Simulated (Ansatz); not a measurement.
Stepwise reaction of `[NH]=[Nb]([NH2])([OH])[OH]` with ammonia, as a gas-phase model of exchange steps in deposition or etching. ΔE in kJ/mol; ΔG adds harmonic PBE0-D4 terms to CCSD(T)/CBS, at 1 bar.

Computed with Ansatz on PBE0-D4/def2-TZVP structures; ΔE is electronic, products minus reactants. CBS: MP2 limit from def2 TZ/QZ plus the TZ coupled-cluster correction, frozen cores. This one scheme is used for every species. DFT in def2-TZVPP. B3LYP here is the variant with VWN-RPA as its local correlation; programs differ in this. def2 core potentials past Kr. For Nb outer-core shells are correlated without core-valence functions, which leaves a few kJ/mol of doubt a bond. Each species was taken in one conformer, which may not be the lowest.

| step | reaction | PBE-D4 | B3LYP-D4 | ωB97M-V | CCSD(T)/CBS | ΔG(500 K) |
| --- | --- | --- | --- | --- | --- | --- |
| 1 | `[NH]=[Nb]([NH2])([OH])[OH]` + NH₃ → `[NH]=[Nb]([NH2])([NH2])[OH]` + H₂O | 55.6 | 56.8 | 57.1 | 51.0 | 45.8 |

Problem. Give the row of step 2, `[NH]=[Nb]([NH2])([NH2])[OH]` + NH₃ → `[NH]=[Nb]([NH2])([NH2])[NH2]` + H₂O. (Estimate.)

Solution. Computed: 
| step | reaction | PBE-D4 | B3LYP-D4 | ωB97M-V | CCSD(T)/CBS | ΔG(500 K) |
| --- | --- | --- | --- | --- | --- | --- |
| 2 | `[NH]=[Nb]([NH2])([NH2])[OH]` + NH₃ → `[NH]=[Nb]([NH2])([NH2])[NH2]` + H₂O | 60.0 | 62.1 | 62.4 | 56.9 | 57.0 |

Problem. By hand: ΔE of the 2 steps together at CCSD(T)/CBS.

Solution. (51.0) + (56.9) = 107.9 kJ/mol, or 54.0 kJ/mol a step.

In ΔE each step is higher than the one before. All are uphill at CCSD(T)/CBS. ΔG lies between 45.8 and 57.0 kJ/mol a step. PBE-D4 differs from CCSD(T)/CBS by 3.1 to 4.6 kJ/mol a step. Isolated molecules leave out the surface, adducts and barriers. Largest T1 diagnostic: 0.021.
